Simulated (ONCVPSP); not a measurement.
## How hard is this phosphorus (P) ONCV potential?

```json
{
  "Element": "P (Z = 15)",
  "Generator": "ONCVPSP 4.0.1",
  "Type": "optimised norm-conserving Vanderbilt (ONCV)",
  "Functional": "PBE",
  "Relativity": "fully relativistic",
  "Frozen core": "[He]",
  "Valence charge": "13",
  "Reference configuration": "2s2 2p6 3s2 3p2 (charge +1)",
  "Partial waves": "2s+3s: rc 1.05 bohr, ncon 3, nbas 7, qcut 13.1 1/bohr, 2 projectors; 2p+3p: rc 1.05 bohr, ncon 4, nbas 8, qcut 12.7 1/bohr, 2 projectors; d scattering state at 0.33 Ha: rc 1.10 bohr, ncon 5, nbas 9, qcut 7.8 1/bohr, 2 projectors, debl 3.4 Ha",
  "Local potential": "polynomial inside 0.85 bohr (lpopt 5, dvloc0 2 Ha)",
  "Core correction": "none"
}
```

Open shells are filled in proportion to 2j + 1.

**Question.** For each optimised wave give the share of its norm inside rc, the residual kinetic energy above qcut (Ha) and the cutoffs (Ha) for errors of 10, 1, 0.1 and 0.01 mHa per electron.

**Answer.**

| wave | norm inside rc | residual KE | 10 mHa | 1 mHa | 0.1 mHa | 0.01 mHa |
| --- | --- | --- | --- | --- | --- | --- |
| 2s | 0.975 | 7.4e-09 | 29.8 | 39.2 | 47.5 | 55.0 |
| 3s | 0.097 | 8.7e-08 | 22.5 | 30.6 | 38.0 | 64.2 |
| 2p j=3/2 | 0.971 | 5.4e-05 | 59.9 | 69.6 | 77.6 | 179.6 |
| 3p j=3/2 | 0.066 | 6.2e-05 | 53.8 | 67.4 | 78.2 | 163.6 |
| 2p j=1/2 | 0.972 | 5.5e-05 | 60.0 | 69.7 | 77.7 | 180.1 |
| 3p j=1/2 | 0.067 | 6.4e-05 | 53.9 | 67.5 | 78.4 | 166.7 |
| d projector 1 j=5/2 | 0.044 | 9.3e-04 | 16.7 | 30.1 | 123.0 | 228.4 |
| d projector 2 j=5/2 | 0.097 | 1.2e-02 | 31.3 | 44.2 | 115.7 | 247.4 |
| d projector 1 j=3/2 | 0.046 | 8.3e-04 | 16.1 | 29.4 | 116.8 | 226.5 |
| d projector 2 j=3/2 | 0.097 | 1.2e-02 | 31.5 | 44.5 | 111.2 | 210.0 |

The occupied waves need 70 Ha and 78 Ha for 1 and 0.1 mHa. Its largest configuration-test error is -705 meV.
